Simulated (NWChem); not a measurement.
## Atomisation of hexafluoropropene (C3F6)

SMILES: FC(F)=C(F)C(F)(F)F
```xyz
9

F      2.4775    -0.2896     0.7567
C      1.3832     0.2310     0.2613
F      1.5702     1.4452    -0.1869
C      0.2212    -0.4323     0.2324
F      0.1644    -1.6726     0.7267
C     -1.0940     0.0597    -0.3063
F     -2.0209     0.0830     0.6621
F     -0.9888     1.2893    -0.8174
F     -1.5428    -0.7609    -1.2662
```
Charge 0, spin multiplicity 1.

Program: NWChem. Structure: optimised with B3LYP/def2-SVP, with no frequency check, so it may be a saddle point.

Basis set: def2-SVP. The atomisation energy is electronic alone: no zero-point, thermal, spin-orbit or counterpoise terms. No value is extrapolated to the basis-set limit. Free atoms are single determinants with multiplicities F 2, C 3.

B3LYP has NWChem's definition, with VWN1-RPA local correlation. The stability of the SCF solutions was not checked. Open-shell Hartree-Fock references start from PBE0 orbitals.

Task: One of these methods gave an atomisation energy of 992.7 kcal/mol. Which?
A) CAM-B3LYP
B) BP86
C) HF
D) BHandHLYP

Result: B, BP86. The others give 610.5 (HF), 868.1 (BHandHLYP), 954.9 (CAM-B3LYP).
